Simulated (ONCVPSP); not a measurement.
What one change does to a pseudopotential (platinum (Pt), ONCV)

ONCVPSP 4.0.1 input, shortened (lines: element, Z, core and valence counts, functional; n l f; lmax; l rc ep ncon nbas qcut; lloc lpopt rc5 dvloc0; l nproj debl; icmod fcfact rcfact), PBE, scalar-relativistic:

```
  Pt 78.00    9    5        4      upf
    1    0    2.00
    2    0    2.00
    2    1    6.00
    3    0    2.00
    3    1    6.00
    3    2   10.00
    4    0    2.00
    4    1    6.00
    4    2   10.00
    4    3   14.00
    5    0    2.00
    5    1    6.00
    5    2    9.00
    6    0    0.50
    3
    0    1.55    0.00    4    8    6.00
    1    1.40    0.00    4    8   10.60
    2    2.25    0.00    4    9    8.10
    3    0.70    0.00    4    8   22.00
    4    5    0.55    0.00
    0    3    0.70
    1    2    0.40
    2    2    1.50
    3    2    3.20
    3    4.50    1.80
```

In the p channel the program set the typed energies aside and used -2.205, 0.250 Ha.

Change: f: rc 0.8.

Cutoffs: the cutoffs (Ha) at which the residual kinetic energy of the hardest occupied pseudo-wave falls to 1 and 0.1 mHa per electron; they do not see the model core or the augmentation charge, which bear on the density cutoff. Errors are all-electron minus pseudo energies relative to the spin-unpolarised reference configuration.

Question: What does the change do?

Answer: The potential gets softer (235 Ha and 518 Ha → 211 Ha and 227 Ha); both files keep a bound ghost (p, s); of the 4 tests that both files solve, the error grows in 0 and shrinks in 1 by more than 15 % and 0.3 meV (median size 4.1 → 4.0 meV). A larger radius leaves more room for a smooth pseudo-wave, so fewer plane waves are needed.

```tsv
quantity	base	changed
cutoff, loose	235 Ha	211 Ha
cutoff, tight	518 Ha	227 Ha
loose cutoff by channel	s 17 Ha, p 37 Ha, d 19 Ha, f 235 Ha	s 17 Ha, p 37 Ha, d 19 Ha, f 211 Ha
bound ghosts	s, p	s, p
GHOST(+) flags under 300 eV	d at 196.1 eV	d at 196.1 eV
error for 4f14 5s2 5p6 5d9 6s1, meV [ΔE -3.69 eV]	+0.8	+0.8
error for 4f14 5s2 5p6 5d9 6s0, meV [ΔE 5.50 eV]	-3.0	-3.0
error for 4f14 5s2 5p6 5d8 6s0, meV [ΔE 25.47 eV]	-5.3	-5.0
error for 4f13 5s2 5p6 5d10 6s0, meV [ΔE 74.44 eV]	-637	-493
s: phases at 1.58 bohr within 0.05 rad from the reference energy up to (Ha; the scan ends near 5)	to the end of the scan	to the end of the scan
p: phases at 1.42 bohr within 0.05 rad from the reference energy up to (Ha; the scan ends near 5)	to the end of the scan	to the end of the scan
d: phases at 2.28 bohr within 0.05 rad from the reference energy up to (Ha; the scan ends near 5)	to the end of the scan	to the end of the scan
rms error of d²Exc/dni dnj with the model core, mHa	4.45	4.28
```

 A true bound ghost makes a file unfit for plane-wave use even where its test errors are small: the radial tests pick states by their node count and pass the ghost by.
